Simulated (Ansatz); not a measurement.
Computed with Ansatz on PBE0-D4/def2-TZVP structures; ΔE is electronic, products minus reactants. CCSD(T)/CBS is the MP2 limit (def2-TZVPP, def2-QZVPP) plus CCSD(T) − MP2 in def2-TZVPP, frozen cores. DFT in def2-TZVPP. B3LYP here is the variant with VWN-RPA as its local correlation; programs differ in this. For Ge outer-core shells are correlated without core-valence functions, which leaves a few kJ/mol of doubt a bond. Scalar relativity is left out up to krypton. One conformer a species, not always the lowest.

Consider the ligand exchange at a B–N bond: `BNC(F)S` + `O[CH2][GeH3]` → `BO[CH2][GeH3]` + `NC(F)S`.

`BNC(F)S`:

Cartesian coordinates in Å:
```
B -1.101 1.178 -0.439
N -0.355 0.044 -0.749
C 0.576 -0.673 0.050
F 1.846 -0.506 -0.474
S 0.527 -0.139 1.773
H -1.800 1.634 -1.293
H -1.036 1.654 0.652
H -0.414 -0.341 -1.680
H 0.382 -1.747 0.003
H 1.376 -1.106 2.157
```

`O[CH2][GeH3]`:

Cartesian coordinates in Å:
```
O 0.193 -1.189 1.168
C 0.180 0.161 0.746
Ge -0.256 0.195 -1.173
H 0.405 -1.218 2.105
H 1.154 0.647 0.891
H -0.571 0.754 1.285
H 0.809 -0.576 -1.968
H -0.279 1.661 -1.645
H -1.636 -0.436 -1.410
```

`BO[CH2][GeH3]`:

Z-matrix (Å, degrees):
```
C
O 1 1.419
Ge 1 1.974 2 110.2
H 1 1.095 2 110.7 3 122.0
H 1 1.092 2 108.1 3 -119.5
B 2 1.341 1 122.3 3 -114.0
H 3 1.538 1 108.9 2 -178.9
H 3 1.535 1 109.8 2 -58.7
H 3 1.537 1 108.9 2 61.5
H 6 1.203 2 120.1 1 -1.0
H 6 1.196 2 116.7 1 179.1
```

`NC(F)S`:

```xyz
8

N     0.135    0.630    1.076
C     0.157    0.213   -0.266
F    -0.531    1.110   -1.053
S    -0.605   -1.434   -0.473
H    -0.708    0.372    1.571
H     0.959    0.363    1.591
H     1.185    0.191   -0.630
H    -0.593   -1.447   -1.817
```

(1) Is it downhill or uphill in electronic energy at CCSD(T)/CBS, and by how much? (Estimate.)

(2) What do these levels give: PBE-D4, PBE0-D4, B3LYP-D4, ωB97M-V, B2PLYP, PBE, r2SCAN, PBE0, SCS-MP2/def2-TZVPP, HF/def2-QZVPP, SCS-MP2/def2-QZVPP, HF/CBS(def2)? (Best estimate.)

Largest T1 diagnostic among the species: 0.013.

Answers

(1) Computed: Downhill: ΔE = -0.13 eV.

(2) Ansatz gave: PBE-D4 -0.14, PBE0-D4 -0.12, B3LYP-D4 -0.17, ωB97M-V -0.13, B2PLYP -0.17, PBE -0.15, r2SCAN -0.17, PBE0 -0.13, SCS-MP2/def2-TZVPP -0.14, HF/def2-QZVPP -0.23, SCS-MP2/def2-QZVPP -0.14, HF/CBS(def2) -0.23 eV.

In def2-TZVPP, CCSD(T) changes the Hartree–Fock value by +0.09 eV (the triples alone add +0.00 eV) and MP2 by +0.10 eV.
